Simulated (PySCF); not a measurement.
Molecule: SMILES CCCN(C)[SiH3], C₄H₁₃NSi.

Molfile (atoms numbered from 1):
```
C4H13NSi
     RDKit          3D

 19 18  0  0  0  0  0  0  0  0999 V2000
   -2.1000    0.6119   -0.0853 C   0  0  0  0  0  0  0  0  0  0  0  0
   -1.5315   -0.7617    0.2260 C   0  0  0  0  0  0  0  0  0  0  0  0
   -0.1206   -0.7109    0.8116 C   0  0  0  0  0  0  0  0  0  0  0  0
    0.8509   -0.0586   -0.0422 N   0  0  0  0  0  0  0  0  0  0  0  0
    1.2249   -0.7890   -1.2276 C   0  0  0  0  0  0  0  0  0  0  0  0
    1.8030    1.2764    0.5210 Si  0  0  0  0  0  4  0  0  0  0  0  0
   -1.4720    1.1376   -0.8205 H   0  0  0  0  0  0  0  0  0  0  0  0
   -2.1408    1.2408    0.8191 H   0  0  0  0  0  0  0  0  0  0  0  0
   -3.1198    0.5465   -0.4935 H   0  0  0  0  0  0  0  0  0  0  0  0
   -1.5311   -1.3827   -0.6864 H   0  0  0  0  0  0  0  0  0  0  0  0
   -2.1781   -1.2929    0.9450 H   0  0  0  0  0  0  0  0  0  0  0  0
   -0.1596   -0.1734    1.7749 H   0  0  0  0  0  0  0  0  0  0  0  0
    0.2106   -1.7425    1.0513 H   0  0  0  0  0  0  0  0  0  0  0  0
    0.3682   -0.9439   -1.9084 H   0  0  0  0  0  0  0  0  0  0  0  0
    1.6438   -1.7883   -0.9924 H   0  0  0  0  0  0  0  0  0  0  0  0
    1.9880   -0.2371   -1.7972 H   0  0  0  0  0  0  0  0  0  0  0  0
    2.2287    2.0889   -0.6601 H   0  0  0  0  0  0  0  0  0  0  0  0
    3.0551    0.9045    1.2683 H   0  0  0  0  0  0  0  0  0  0  0  0
    0.9606    2.0928    1.4462 H   0  0  0  0  0  0  0  0  0  0  0  0
  1  2  1  0
  2  3  1  0
  3  4  1  0
  4  5  1  0
  4  6  1  0
  1  7  1  0
  1  8  1  0
  1  9  1  0
  2 10  1  0
  2 11  1  0
  3 12  1  0
  3 13  1  0
  5 14  1  0
  5 15  1  0
  5 16  1  0
  6 17  1  0
  6 18  1  0
  6 19  1  0
M  END
```

Geometry PBE0-D3(BJ)/def2-SVP throughout; GIAO in PySCF, gas phase, one conformer, non-relativistic; equivalent atoms averaged; functional PBE0.

For orientation, 6-31G gives these absolute shieldings σ: C3 147.1, C5 164.5, C2 179.1, N4 273.3, Si6 456.5, H17/H18/H19 27.80, H12/H13 29.90, H14/H15/H16 30.16, H7/H8/H9 31.46 ppm.

A run gave: C3 143.5, C5 160.2, C2 174.4, N4 262.6, Si6 431.1, H17/H18/H19 27.01, H12/H13 29.21, H14/H15/H16 29.63, H7/H8/H9 31.02 ppm (absolute shieldings σ).

Question: Which basis set was used in that run?
A. aug-cc-pVDZ
B. 6-31G*
C. STO-3G
D. pcSseg-1

Answer: B. H14/H15/H16 tells them apart best: 6-31G* gives 29.63, pcSseg-1 gives 28.88, STO-3G gives 31.55, aug-cc-pVDZ gives 28.89 ppm.
